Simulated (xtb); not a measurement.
Bi(H)2(OH) (BiH3O), SMILES [OH][BiH2]. All values are semi-empirical tight-binding results from xtb (GFN2-xTB unless named), good for trends rather than for accurate numbers. The structure is a stationary point at GFN2-xTB.

For metal compounds this method's bond lengths and energies can be far off.

Computed properties:
```yaml
point_group_as_xtb_finds_it: Cs
orbital_gap: 6.50 eV
zero_point_energy: 15.6 kcal/mol
G − E(el) at 298.15 K (modified RRHO): -1.5 kcal/mol
```
